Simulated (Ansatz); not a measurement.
ClHOS₂W, SMILES `[OH][W](=[S])(=[S])[Cl]`. Total charge 0; spin multiplicity 1. W: def2 effective core potential.

```xyz
6

O    -0.717    1.338    0.142
W     0.279   -0.233    0.044
S     1.346   -0.460    1.859
S    -1.014   -1.889   -0.211
Cl    1.734   -0.163   -1.674
H    -1.628    1.406   -0.160
```

Question: What are the harmonic wavenumbers in cm⁻¹ at PBE0-D4/def2-TZVP (Ansatz, finite differences of forces, unscaled)? (Best estimate.)

Answer: Ansatz gave: 141, 146, 182, 190, 219, 336, 414, 560, 568, 641, 744, 3874.

Question: Is this a minimum?

Answer: Yes, all 12 modes are real.

Question: Give the ideal-gas thermochemistry at 298.15 K and 1 bar (rigid rotor, harmonic oscillator; point group C1, symmetry number 1).

Answer: Zero-point energy 48.0 kJ/mol; H(298) − E = 69.1 kJ/mol; entropy 367.7 J/(mol·K), of which translation 180.0, rotation 121.4, vibration 66.2; G(298) − E = -40.5 kJ/mol.
